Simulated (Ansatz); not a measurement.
Single points on C₄H₈Cl₃NSn⁺, that is SnCl3(pyrrolidide) with one electron fewer.

```yaml
crystal:
  periodic: [false, false, false]
  atoms:
    - {symbol: Sn, position_ang: [1.070386, 1.806528, 0.732796]}
    - {symbol: Cl, position_ang: [1.147913, 0.790938, 2.888476]}
    - {symbol: Cl, position_ang: [3.292863, 2.187127, 0.053395]}
    - {symbol: Cl, position_ang: [-0.109397, 3.832347, 0.952095]}
    - {symbol: N, position_ang: [0.146835, 0.715394, -0.758045]}
    - {symbol: C, position_ang: [-1.263518, 0.386406, -0.480307]}
    - {symbol: C, position_ang: [-1.260600, -0.939929, 0.318080]}
    - {symbol: C, position_ang: [0.100392, -1.601557, -0.043557]}
    - {symbol: C, position_ang: [0.765191, -0.597647, -1.017381]}
    - {symbol: H, position_ang: [-1.760091, 0.244618, -1.468471]}
    - {symbol: H, position_ang: [-1.786267, 1.227572, 0.018654]}
    - {symbol: H, position_ang: [-2.129564, -1.576877, 0.059917]}
    - {symbol: H, position_ang: [-1.315189, -0.734249, 1.406059]}
    - {symbol: H, position_ang: [0.724014, -1.728025, 0.864124]}
    - {symbol: H, position_ang: [-0.017746, -2.602477, -0.503609]}
    - {symbol: H, position_ang: [1.870999, -0.547800, -0.948750]}
    - {symbol: H, position_ang: [0.523768, -0.862369, -2.073464]}
basis:
  gaussian: {orbitals: def2-TZVP, initial_orbitals: start.molden}
total_charge: 1
magnetization: {spin_polarized: true, initial_magnetization: 1}
hamiltonian: {xc: pbe, dispersion: d4}
scf: {omitted_lower_state_checks: [starts]}
output: {orbitals: {seedname: orbitals}}
```

The file start.molden holds the orbitals of an earlier run on this structure, at another level or in another basis.

```sh
$ ansatz run in.yaml --threads 4 --pin off --events-out ev --progress --plain --max-ram 6963MiB
```

Output, abridged:

```
Functional definition: PBE
2383 factors; their error is unknown
mean field evaluation 1: about -49143.0889 eV, gradient 1.2e1 eV
mean field evaluation 2: about -49143.3469 eV, gradient 4.1e-1 eV
mean field evaluation 4: about -49143.3094 eV, gradient 1.3e-1 eV
mean field evaluation 8: about -49143.3095 eV, gradient 2.0e-4 eV
mean field -49143.30952420 eV, -1805.9833144828 hartree, gradient 8.9e-6 eV, S^2 0.753697; 0 other end points of the search recorded, 0 dependent functions left out
reference -49143.30957816 eV, -1805.9833164658 hartree; 56, 55 occupied and 308, 309 virtual orbitals, 2383 factors
Total energy: -49143.90368304 eV, -1806.0051494173 hartree
Checks for a lower state left out: starts
```

It took 18 s on 4 threads of Arm Neoverse V2 on a shared host, peak host memory 0.95 GiB.

As the first input, with `gaussian: {orbitals: def2-TZVP}`, `hamiltonian: {xc: pbe0, dispersion: d4}` (abridged; 47 s):

```
Functional definition: PBE0
mean field evaluation 16: about -49147.1039 eV, gradient 9.2e-3 eV
mean field -49147.10384925 eV, -1806.1227533564 hartree, gradient 7.1e-5 eV, S^2 0.756363
Total energy: -49147.62225957 eV, -1806.1418045842 hartree
Checks for a lower state left out: starts
```

Geometry: PBE-D4/def2-SVP, that of the neutral singlet.

In the def2 sets Sn takes a core potential; there is no spin–orbit coupling.
